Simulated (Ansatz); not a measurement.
System: WF2 (charge 0, triplet). The spin state was set by rule; other spins were not relaxed. SMILES: [F][W][F]
Structure (B3LYP-D3(BJ)/def2-TZVP (Ansatz, a first-principles code) minimum search):
```xyz
3

W      0.0000     0.0000     0.0000
F      0.0000     0.0000     1.8313
F      0.0000     0.0000    -1.8313
```
Charge 0, spin multiplicity 3.

Wanted: atomisation energy (electronic, to ground-state atoms), in kcal/mol. Valence correlation only, unless marked. UHF or UKS for open shells. Spin-orbit coupling is left out. The frozen core is the preceding noble-gas configuration, with the filled d and f shells of earlier blocks. In def2 rows, elements after Kr have scalar-relativistic effective core potentials. The coupled-cluster limit lacks core correlation, which all-electron functionals hold. CBS marks a two-point X^-3 extrapolation of the correlation energy; Hartree-Fock from the larger set. [CCSD(T)-MP2]/basis is that difference in the basis named.

| level | program | atomisation energy (kcal/mol) |
|---|---|---|
| HF/def2-TZVPPD | Ansatz | 171.0 |
| r2SCAN-D3(BJ)/def2-TZVPD | Ansatz + dftd3 | 263.7 |
| PBE0/def2-TZVP | Ansatz | 260.6 |
| PBE0/def2-QZVPP | Ansatz | 263.3 |
| HSE06-D4/def2-TZVPD | Ansatz + dftd4 | 261.3 |
| LC-wPBE-D4/def2-TZVPD | Ansatz + dftd4 | 273.2 |
| RPA@PBE/def2-QZVPP | Ansatz | 248.4 |
| RI-MP2/def2-QZVPP | Ansatz | 280.7 |
| RI-MP2/CBS(def2-TZVPPD,def2-QZVPPD)+[CCSD(T)-MP2]/def2-SVPD | Ansatz | 269.5 |
| RI-MP2/CBS(def2-TZVPPD,def2-QZVPPD)+[CCSD(T)-MP2]/def2-TZVPPD | Ansatz | 268.8 |
